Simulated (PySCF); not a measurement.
NbO2F, SMILES [O]=[Nb](=[O])[F], multiplicity 1. The structure is a stationary point at PBE-D3(BJ)/def2-TZVP. The multiplicity is an assumed one; other spin states were not compared. The def2 effective core potentials stand for the cores of Nb; spin–orbit coupling is left out.

Computed equilibrium geometry at PBE-D3(BJ)/def2-TZVP (PySCF confirms it by a frequency run) as a Z-matrix, and its point group:
point group Cs.
```
Nb
O 1 1.7277
O 1 1.7277 2 106.44
F 1 1.9104 2 111.95 3 122.63
```
Charge 0, spin multiplicity 1.
